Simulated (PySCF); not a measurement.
Steps of a relaxation of [LuBr2]+

[LuBr2]+ (singlet in the valence; each metal's 4f electrons, 14 of them, lie in its core potential, out of spins and levels). PySCF 2.14.0, RKS PBE0, Lu lcecp-1-SVP with ECP60, Br def2-SVP; non-relativistic Hamiltonian with scalar-relativistic core potentials where named; density fitting; no spin-orbit coupling. Origin of the start: template. Columns: position (Å) and force (eV/Å). Energies are counted from the last step; some of the 9 steps are shown. Forces carry noise of the integration grid, about 0.01 to 0.03 eV/Å.

Run from Python with OMP_NUM_THREADS=2. Where DIIS fails, smearing, a level shift and second-order steps follow.
It took 37 s on 2 threads of Arm Neoverse V1, on a shared host, from the converged density of the start.

```xyz
3
step 0  E = 0.627 eV
Lu    0.0000    0.0000   -0.5234     0.00    0.00    1.78
Br    2.4660    0.0000    0.5802    -2.09    0.00   -0.89
Br   -2.4660    0.0000    0.5802     2.09    0.00   -0.89
```

```xyz
3
step 3  E = 0.046 eV
Lu    0.0000    0.0000   -0.5100     0.00    0.00   -0.17
Br    2.2385    0.0000    0.5734    -0.12    0.00    0.08
Br   -2.2385    0.0000    0.5734     0.12    0.00    0.08
```

```xyz
3
step 5  E = 0.008 eV
Lu    0.0000    0.0000   -0.6831     0.00    0.00    0.37
Br    2.1023    0.0000    0.6600    -0.28    0.00   -0.18
Br   -2.1023    0.0000    0.6600     0.28    0.00   -0.18
```

Task: Where does the relaxation end?

Result: It converges at step 8 in C2v:
```xyz
3
step 8  E = 0
Lu    0.0000    0.0000   -0.6779
Br    2.0799    0.0000    0.6574
Br   -2.0799    0.0000    0.6574
```

Task: How did the contacts change?

Result: 
```
     contact  start (Å)  end (Å)
Lu1–Br2 (Br)      2.702    2.472
Lu1–Br3 (Br)      2.702    2.472
```


An lcecp potential fixes the number of 4f electrons, so in runs with it no electron can move into or out of that shell.
